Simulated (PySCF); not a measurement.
# Correlation energy of Li⁺ (lithium, charge +1)

1s2, closed-shell 1S. Calculation: PySCF 2.14, in aug-cc-pVDZ-DK (4s3p2d, 23 functions); scalar relativity by spin-free X2C-1e. Frozen: nothing; 2 electrons correlated.

Total MP2 correlation energy: -0.12 mhartree.

Same-spin part 0.00 and opposite-spin part -0.12 mhartree; SCS-MP2 scales them by 1/3 and 6/5 to -0.14 mhartree.

With two correlated electrons CCSD is exact within the correlated space (frozen core and kept virtual orbitals).

| level | correlation energy (mhartree) |
| --- | --- |
| CCSD | -0.11 |

Diagnostics: T1 = 0.00016, D1 = 0.0002, largest double amplitude 0.002.

Task: Is a single reference adequate?

Result: Yes: T1 lies below 0.03 and no double amplitude reaches 0.07.
